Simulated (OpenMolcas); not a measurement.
# Ta4+: input and output

Ta4+ among 6 point charges of -1.7 e arranged as a trigonal prism (D3h), 2.07 Å from the ion, with a polar angle of 52.5° against the regular 49.1°.

Input:

```
&GATEWAY
Coord
1

Ta 0.0 0.0 0.0
Basis=ANO-RCC-VTZP
Group=NoSym
NoMove
AngMom=0.0 0.0 0.0
AMFI
XField
6 Angstrom 0
1.643055 0.000000 1.259075 -1.700000
-0.821527 1.422927 1.259075 -1.700000
-0.821527 -1.422927 1.259075 -1.700000
1.643055 0.000000 -1.259075 -1.700000
-0.821527 1.422927 -1.259075 -1.700000
-0.821527 -1.422927 -1.259075 -1.700000
&SEWARD
* reference wave functions (RASSCF and RASSI steps not shown): 1 electron in 5 orbitals (5d)
>>> COPY JOB001 $Project.JobIph
&CASPT2
Multistate=5 1 2 3 4 5
NoMult
Frozen=23
IPEA=0.25
Imaginary=0.1
MaxIter=60
WThr=0.0 0.3 0.05
PrWF=0.5
NoMix
```

Launched by
```bash
OMP_NUM_THREADS=1 MOLCAS_MEM=1689 MOLCAS_PROJECT=a pymolcas a.inp > a.log  # once for each step of the input, in one work folder
```

Output, cut to the results:

```
--- CASPT2 ---
Orbital specifications:
      -----------------------

      Symmetry species                           1
                                                 a
      Frozen orbitals                           23
      Inactive orbitals                         11
      Active orbitals                            5
      Secondary orbitals                        65
      Deleted orbitals                           0
      Number of basis functions                104
Type of calculation                        SS-CASPT2
      Fock operator                              state-specific
      IPEA shift                                 0.25
      Real shift                                 0.00
      Imaginary shift                            0.10
      The input orbitals will be transformed to quasi-canonical
Reference energy:      -15597.4811724914
      E2 (Non-variational):      -1.0882803259
      Shift correction:          -0.0001381301
      E2 (Variational):          -1.0884184560
      Total energy:          -15598.5695909474
      Residual norm:              0.0000003367
      Reference weight:           0.90862
      Contributions to the CASPT2 correlation energy
      Active & Virtual Only:         -0.0000000002
      One Inactive Excited:          -0.0604657405
      Two Inactive Excited:          -1.0278145852
Reference energy:      -15597.4811724897
      E2 (Non-variational):      -1.0877353161
      Shift correction:          -0.0001370428
      E2 (Variational):          -1.0878723589
      Total energy:          -15598.5690448486
      Residual norm:              0.0000003132
      Reference weight:           0.90884
      Contributions to the CASPT2 correlation energy
      Active & Virtual Only:         -0.0000000002
      One Inactive Excited:          -0.0599161973
      Two Inactive Excited:          -1.0278191186
::    CASPT2 Root  1     Total energy: -15598.56959095
::    CASPT2 Root  2     Total energy: -15598.56904485
::    CASPT2 Root  3     Total energy: -15598.56809508
::    CASPT2 Root  4     Total energy: -15598.52893851
::    CASPT2 Root  5     Total energy: -15598.52893644
```

Spin-orbit levels above the lowest (labels of D3, the rotations of D3h), with the averaged single-state CASPT2 energies on the diagonal:

| E (cm-1) | Degeneracy | Label | 2S+1 | g |
| --- | --- | --- | --- | --- |
| 0 | 2 | E3/2 | 2 | 0.00 0.00 1.93 |
| 1950 | 2 | E1/2 | 2 | 0.13 0.13 1.75 |
| 5310 | 2 | E1/2 | 2 | 0.00 0.00 5.85 |
| 11630 | 2 | E1/2 | 2 | 0.24 1.87 1.87 |
| 13680 | 2 | E3/2 | 2 | 0.00 0.00 3.91 |

Roots that are degenerate in the reference are averaged as groups; the widest CASPT2 spread within a group is 120 cm-1 (the 2-fold group of multiplicity 2 near 0 cm-1 above the lowest state of its run). Shifts and gaps below about the spread of the groups concerned are not significant. An orbital doublet at a regular site is open to a Jahn-Teller distortion, which this geometry leaves out. Free-ion shares, where given, are those of the reference states; single-state CASPT2 does not remix them. Point charges carry no covalency, so the field is a model and not that of real ligands. No measured value stands beside these numbers.

The CASPT2 steps took 7.2 s on 1 thread of Arm Neoverse V1, on a shared host; the integral step is not counted.
